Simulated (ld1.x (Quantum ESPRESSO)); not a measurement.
**Transferability test, TM potential for Tm (Z = 69)**

* Element: Tm (Z = 69)
* Generator: ld1.x (Quantum ESPRESSO) 7.5
* Type: norm-conserving Troullier–Martins (Kleinman–Bylander form)
* Functional: BP86
* Relativity: scalar-relativistic
* Frozen core: [Kr] 4d10 4f13
* Valence charge: 10
* Reference configuration: 5s2 5p6 5d0 6s2 6p0
* Partial waves: 5s (bound): rc 1.90 bohr; 5p (bound): rc 1.75 bohr; 5d (bound, empty): rc 3.90 bohr; 5f channel at 0.5 Ry: rc 3.85 bohr
* Local potential: the f channel
* Core correction: none

Occupied shells without a wave of their own: 6s. They enter only through the test configuration that unscreens the potential.

Energies are relative to the spin-unpolarised reference configuration 5s2 5p6 5d0 6s2 6p0; without spin polarisation the order of configurations can differ from experiment.

```csv
valence configuration,charge,ΔE all-electron (eV),error AE − PS (meV)
5s2 5p6 5d0 6s1 6p0,+1,6.633,-228
5s2 5p6 5d0 6s0 6p0,+2,18.744,-782
5s2 5p6 5d0 6s0 6p1,+1,10.354,-794
5s1 5p6 5d0 6s2 6p0,+1,59.603,-631
5s2 5p6 5d1 6s0 6p0,+1,9.379,-362
5s2 5p5 5d0 6s2 6p0,+1,32.523,-273
```

Task: What are ΔE and the potential's error for 5s2 5p6 5d0 6s1.5 6p0?

Result: ΔE = 2.648 eV all-electron; the error (AE − PS) is -84 meV.

ld1.x printed “convergence not achieved” for 7 of the counted tests; their residual had stalled under 1e-8, short of the target of 1e-14. The 6s level has no wave, so the channel is fitted at the deeper level alone: the likely source of the large errors.
